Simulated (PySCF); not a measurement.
PySCF job for C₃H₈OSi, SMILES C[SiH2]CC=O, TDDFT-LC-ωPBE/def2-SVPD. Coordinates come from a B3LYP-D3(BJ)/def2-SVP optimisation. The structure was generated by enumeration, and PubChem lists no compound with its InChIKey, so it may never have been made. Other conformers were not sampled.

```python
import numpy as np
from pyscf import gto, scf, dft, tdscf

mol = gto.M(
    atom='''
    C     0.24541544    2.51996697    0.00000000
    Si   -0.49659088    0.78505567   -0.00000000
    C     0.91874016   -0.49108503   -0.00000000
    C     0.44929001   -1.92343160    0.00000000
    O    -0.70985106   -2.25924563   -0.00000000
    H    -0.54709578    3.28540777   -0.00000000
    H     0.87207584    2.68425728   -0.89165990
    H     0.87207585    2.68425728    0.89165990
    H    -1.33534735    0.59255318    1.21639251
    H    -1.33534735    0.59255319   -1.21639252
    H     1.58184025   -0.34430650   -0.87398618
    H     1.58184024   -0.34430650    0.87398618
    H     1.26036542   -2.69993213   -0.00000000
    ''',
    basis='def2-SVPD',
    charge=0,
    spin=0,
    symmetry=True,
    max_memory=1600,
    verbose=4,
)
mf = dft.RKS(mol, xc='lc_wpbe').density_fit(auxbasis='def2-universal-jkfit')
mf.grids.level = 3
mf.conv_tol = 1e-9
mf.max_cycle = 100
mf.kernel()
mf.grids = dft.Grids(mol).set(level=1).build(with_non0tab=True)  # coarser grid for the response kernel
td = tdscf.TDDFT(mf)
td.singlet = True
td.nstates = 10
td.conv_tol = 1e-4
td.positive_eig_threshold = 1e-6
td.kernel(x0=td.get_init_guess(mf, 15))
td.analyze()
tt = tdscf.TDA(mf)
tt.singlet = False
tt.nstates = 4
tt.conv_tol = 1e-4
tt.positive_eig_threshold = 1e-6
tt.kernel(x0=tt.get_init_guess(mf, 9))
tt.analyze(verbose=3)
```

Log of the run:

```
PySCF version 2.14.0

[INPUT] verbose = 4
[INPUT] num. atoms = 13
[INPUT] num. electrons = 48
[INPUT] charge = 0
[INPUT] spin (= nelec alpha-beta = 2S) = 0
[INPUT] symmetry True subgroup None
[INPUT] Mole.unit = angstrom
[INPUT] Symbol           X                Y                Z      unit          X                Y                Z       unit  Magmom
[INPUT]  1 C      0.245415440000   2.519966970000   0.000000000000 AA    0.463767968340   4.762047416250   0.000000000000 Bohr   0.0
[INPUT]  2 Si    -0.496590880000   0.785055670000   0.000000000000 AA   -0.938420759157   1.483540208837   0.000000000000 Bohr   0.0
[INPUT]  3 C      0.918740160000  -0.491085030000   0.000000000000 AA    1.736167282039  -0.928016210574   0.000000000000 Bohr   0.0
[INPUT]  4 C      0.449290010000  -1.923431600000   0.000000000000 AA    0.849035069403  -3.634758943334   0.000000000000 Bohr   0.0
[INPUT]  5 O     -0.709851060000  -2.259245630000   0.000000000000 AA   -1.341424092632  -4.269355488820   0.000000000000 Bohr   0.0
[INPUT]  6 H     -0.547095780000   3.285407770000   0.000000000000 AA   -1.033861188105   6.208520892818   0.000000000000 Bohr   0.0
[INPUT]  7 H      0.872075840000   2.684257280000  -0.891659900000 AA    1.647984497450   5.072511107070  -1.684993007257 Bohr   0.0
[INPUT]  8 H      0.872075850000   2.684257280000   0.891659900000 AA    1.647984516347   5.072511107070   1.684993007257 Bohr   0.0
[INPUT]  9 H     -1.335347350000   0.592553180000   1.216392510000 AA   -2.523440772664   1.119763224440   2.298648703872 Bohr   0.0
[INPUT] 10 H     -1.335347350000   0.592553190000  -1.216392520000 AA   -2.523440772664   1.119763243337  -2.298648722770 Bohr   0.0
[INPUT] 11 H      1.581840250000  -0.344306500000  -0.873986180000 AA    2.989244845314  -0.650644987908  -1.651594516855 Bohr   0.0
[INPUT] 12 H      1.581840240000  -0.344306500000   0.873986180000 AA    2.989244826416  -0.650644987908   1.651594516855 Bohr   0.0
[INPUT] 13 H      1.260365420000  -2.699932130000   0.000000000000 AA    2.381745460672  -5.102132280614   0.000000000000 Bohr   0.0

nuclear repulsion = 218.304152268523
point group symmetry = Cs
symmetry origin: [-7.87385869e-10 -1.96846474e-09 -3.93692949e-10]
symmetry axis x: [ 1.00000000e+00 -4.02342773e-10  6.75728202e-10]
symmetry axis y: [-4.02342773e-10 -1.00000000e+00  1.30549401e-10]
symmetry axis z: [-6.75728202e-10  1.30549358e-10  1.00000000e+00]
num. orbitals of irrep A' = 111
num. orbitals of irrep A" = 60
number of shells = 75
number of NR pGTOs = 245
number of NR cGTOs = 171
basis = def2-SVPD
ecp = {}


[settings echo left out]
init E= -483.693604638742
HOMO (A') = -0.320064537633292  LUMO (A") = -0.0606534007128543  gap/eV = 7.05894
cycle= 1 E= -483.272433425626  delta_E= 0.421  |g|= 0.804  |ddm|= 4.09
HOMO (A') = -0.238721567340142  LUMO (A') = 0.0646633053168801  gap/eV = 8.25552
cycle= 2 E= -483.166706350847  delta_E= 0.106  |g|= 1.18  |ddm|= 1.86
HOMO (A') = -0.378603378817781  LUMO (A") = 0.0479152916729739  gap/eV = 11.60616
cycle= 3 E= -483.417177405733  delta_E= -0.25  |g|= 0.0506  |ddm|= 1.12
HOMO (A') = -0.378116634769162  LUMO (A") = 0.0607011640696751  gap/eV = 11.94084
cycle= 4 E= -483.418030795495  delta_E= -0.000853  |g|= 0.0272  |ddm|= 0.143
HOMO (A') = -0.380081559220854  LUMO (A") = 0.0611877937483598  gap/eV = 12.00755
cycle= 5 E= -483.418245019483  delta_E= -0.000214  |g|= 0.00668  |ddm|= 0.0605
HOMO (A') = -0.380554855126859  LUMO (A") = 0.06109153137582  gap/eV = 12.01781
cycle= 6 E= -483.418264596288  delta_E= -1.96e-05  |g|= 0.00177  |ddm|= 0.0221
HOMO (A') = -0.380721679141727  LUMO (A") = 0.0609565357689563  gap/eV = 12.01868
cycle= 7 E= -483.418266486868  delta_E= -1.89e-06  |g|= 0.000489  |ddm|= 0.00727
HOMO (A') = -0.380802918926952  LUMO (A") = 0.0609631755377649  gap/eV = 12.02107
cycle= 8 E= -483.418266602596  delta_E= -1.16e-07  |g|= 0.000134  |ddm|= 0.00139
HOMO (A') = -0.380806123937247  LUMO (A") = 0.0609796516499843  gap/eV = 12.02160
cycle= 9 E= -483.4182666096  delta_E= -7e-09  |g|= 3.73e-05  |ddm|= 0.000364
HOMO (A') = -0.380810649593252  LUMO (A") = 0.0609783367720915  gap/eV = 12.02169
cycle= 10 E= -483.418266610052  delta_E= -4.52e-10  |g|= 9.97e-06  |ddm|= 9.3e-05
HOMO (A') = -0.380810983059797  LUMO (A") = 0.0609782622465742  gap/eV = 12.02170
Extra cycle  E= -483.418266610082  delta_E= -3e-11  |g|= 6.96e-06  |ddm|= 3.03e-05
converged SCF energy = -483.418266610082
tot grids = 46912
Overwritten attributes  positive_eig_threshold  of <class 'pyscf.tdscf.rks.TDDFT'>


******** <class 'pyscf.tdscf.rks.TDDFT'> for <class 'pyscf.df.df_jk.DFSymAdaptedRKS'> ********
nstates = 10 singlet
deg_eia_thresh = 1.000e-03
wfnsym = None
conv_tol = 0.0001
eigh lindep = 1e-12
eigh level_shift = 0
eigh max_cycle = 100


Excitation energies (eV)
[4.32412088 7.57605128 7.82838543 8.69831706 8.96979877 9.05788703
 9.14708272 9.16897853 9.2450726  9.25668209]

** Singlet excitation energies and oscillator strengths **
Excited State   1:   A"      4.32412 eV    286.73 nm  f=0.0002
      24 -> 25       -0.69257
Excited State   2:  ???      7.57605 eV    163.65 nm  f=0.0007
      15 -> 25       -0.11508
      19 -> 25        0.10069
      22 -> 25       -0.65542
      23 -> 25        0.16890
Excited State   3:  ???      7.82839 eV    158.38 nm  f=0.0198
      24 -> 26       -0.40082
      24 -> 27        0.51926
      24 -> 28        0.13689
      24 -> 29        0.12063
Excited State   4:  ???      8.69832 eV    142.54 nm  f=0.0449
      22 -> 26        0.15505
      23 -> 26       -0.11387
      24 -> 26       -0.46232
      24 -> 27       -0.24444
      24 -> 29       -0.35721
      24 -> 41        0.13875
Excited State   5:  ???      8.96980 eV    138.22 nm  f=0.0513
      20 -> 25       -0.36618
      21 -> 25       -0.28213
      24 -> 27        0.14675
      24 -> 28       -0.39574
      24 -> 33       -0.17781
      24 -> 35       -0.16035
Excited State   6:  ???      9.05789 eV    136.88 nm  f=0.0194
      20 -> 25        0.27012
      21 -> 25        0.34288
      22 -> 26        0.14308
      22 -> 27       -0.14409
      24 -> 27        0.11729
      24 -> 28       -0.33157
      24 -> 29        0.12813
      24 -> 31       -0.14712
      24 -> 33       -0.24442
Excited State   7:  ???      9.14708 eV    135.55 nm  f=0.0624
      23 -> 26        0.59578
      23 -> 27        0.26062
      23 -> 28        0.11686
      24 -> 29       -0.12278
Excited State   8:  ???      9.16898 eV    135.22 nm  f=0.0111
      15 -> 25       -0.10073
      17 -> 25        0.35082
      19 -> 25       -0.11805
      21 -> 26        0.28351
      21 -> 29        0.16022
      23 -> 25        0.43657
Excited State   9:  ???      9.24507 eV    134.11 nm  f=0.0661
      17 -> 25        0.24414
      21 -> 26       -0.50497
      21 -> 27       -0.20210
      21 -> 29       -0.13684
      21 -> 31       -0.12092
      23 -> 25        0.21916
Excited State  10:  ???      9.25668 eV    133.94 nm  f=0.1250
      21 -> 25       -0.27021
      22 -> 26        0.16346
      24 -> 26       -0.12788
      24 -> 27       -0.19941
      24 -> 29        0.39339
      24 -> 31       -0.21362
      24 -> 33       -0.20471
      24 -> 37        0.16590
      24 -> 39        0.13516

** Transition electric dipole moments (AU) **
state          X           Y           Z        Dip. S.      Osc.
  1        -0.0000     -0.0000     -0.0446      0.0020      0.0002
  2        -0.0000     -0.0000      0.0608      0.0037      0.0007
  3         0.3090     -0.0886     -0.0000      0.1034      0.0198
  4        -0.1192      0.4434      0.0000      0.2108      0.0449
  5        -0.2621     -0.4061     -0.0000      0.2336      0.0513
  6         0.2878      0.0672      0.0000      0.0873      0.0194
  7        -0.0927     -0.5196     -0.0000      0.2786      0.0624
  8         0.0000      0.0000     -0.2222      0.0494      0.0111
  9         0.0000      0.0000      0.5403      0.2919      0.0661
 10         0.3849     -0.6349     -0.0000      0.5512      0.1250

** Transition velocity dipole moments (imaginary part, AU) **
state          X           Y           Z        Dip. S.      Osc.
  1         0.0000      0.0000     -0.0093      0.0001      0.0004
  2        -0.0000     -0.0000      0.0171      0.0003      0.0007
  3         0.0874     -0.0248     -0.0000      0.0083      0.0191
  4        -0.0364      0.1495      0.0000      0.0237      0.0494
  5        -0.0844     -0.1277      0.0000      0.0234      0.0474
  6         0.0888      0.0200      0.0000      0.0083      0.0166
  7        -0.0329     -0.1789      0.0000      0.0331      0.0656
  8         0.0000      0.0000     -0.0751      0.0056      0.0112
  9         0.0000     -0.0000      0.1926      0.0371      0.0728
 10         0.1311     -0.2224      0.0000      0.0667      0.1306

** Transition magnetic dipole moments (imaginary part, AU) **
state          X           Y           Z
  1        -1.2121     -0.3173     -0.0000
  2         0.1663      0.3636      0.0000
  3        -0.0000      0.0000      0.2553
  4         0.0000     -0.0000     -0.9800
  5        -0.0000     -0.0000      0.4010
  6         0.0000      0.0000     -1.5883
  7        -0.0000      0.0000     -0.3666
  8         0.1450      0.3031     -0.0000
  9         0.7120     -1.7881     -0.0000
 10        -0.0000      0.0000     -0.9650
Overwritten attributes  positive_eig_threshold  of <class 'pyscf.tdscf.rks.TDA'>


******** <class 'pyscf.tdscf.rks.TDA'> for <class 'pyscf.df.df_jk.DFSymAdaptedRKS'> ********
nstates = 4 triplet
deg_eia_thresh = 1.000e-03
wfnsym = None
conv_tol = 0.0001
eigh lindep = 1e-12
eigh level_shift = 0
eigh max_cycle = 100


Excitation energies (eV)
[3.6716793  5.98841407 7.33765988 7.57122325]

** Triplet excitation energies and oscillator strengths **
Excited State   1:   A"      3.67168 eV    337.68 nm  f=0.0000
Excited State   2:   A'      5.98841 eV    207.04 nm  f=0.0000
Excited State   3:   A"      7.33766 eV    168.97 nm  f=0.0000
Excited State   4:   A'      7.57122 eV    163.76 nm  f=0.0000
```

Self-consistency was reached.
